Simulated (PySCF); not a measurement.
Species: C2H5NO2Si.
SMILES: `NC(=O)[SiH2]C=O`

Jobs on this species (11 atoms, 54 electrons) with PySCF (density fitting). Hardware of each: Arm Neoverse V2, one thread, on a shared host. Times come from a shared host and carry two figures at best. Peak memory is the resident size of the whole Python process, interpreter and libraries included.

```csv
level and settings,work,basis functions,SCF cycles,wall time,peak memory
"delta-SCF UKS B3LYP, pcX-2 on the ionised atom, pcseg-1 elsewhere, spin-free X2C","ΔSCF core ionisation, 7 holes",155,?,?,?
"delta-SCF UKS PBE, pcX-2 on the ionised atom, pcseg-1 elsewhere, spin-free X2C","ΔSCF core ionisation, 7 holes",155,?,?,?
"delta-SCF UKS SCAN, def2-TZVP on the ionised atom, pcseg-1 elsewhere, spin-free X2C","ΔSCF core ionisation, 7 holes",132,?,?,?
"delta-SCF UKS SCAN, pcX-2 on the ionised atom, pcseg-1 elsewhere, non-relativistic","ΔSCF core ionisation, 7 holes",155,170,60 s,0.57 GiB
"delta-SCF UKS SCAN, pcX-2 on the ionised atom, pcseg-1 elsewhere, spin-free X2C","ΔSCF core ionisation, 7 holes",155,156,54 s,0.50 GiB
"delta-SCF UKS SCAN, pcX-1 on the ionised atom, pcseg-1 elsewhere, spin-free X2C","ΔSCF core ionisation, 7 holes",135,153,48 s,0.57 GiB
"PBE0-D3(BJ)/def2-SVP, grid level 1",geometry optimisation from a GFN2-xTB start shaken at random,113,92,58 s,0.47 GiB
"delta-SCF UKS PBE0, pcX-2 on the ionised atom, pcseg-1 elsewhere, spin-free X2C","ΔSCF core ionisation, 7 holes",155,130,60 s,0.57 GiB
```

Q: Fill in the missing figures.

A: 
- delta-SCF UKS B3LYP, pcX-2 on the ionised atom, pcseg-1 elsewhere, spin-free X2C; ΔSCF core ionisation, 7 holes: 63 s, 0.63 GiB, 138 SCF cycles
- delta-SCF UKS PBE, pcX-2 on the ionised atom, pcseg-1 elsewhere, spin-free X2C; ΔSCF core ionisation, 7 holes: 34 s, 0.57 GiB, 166 SCF cycles
- delta-SCF UKS SCAN, def2-TZVP on the ionised atom, pcseg-1 elsewhere, spin-free X2C; ΔSCF core ionisation, 7 holes: 68 s, 0.57 GiB, 211 SCF cycles

Q: What do all jobs in the table cost together?

A: About 7.4 min; the longest takes about 15 % of that, and about 2 times as long as the shortest.
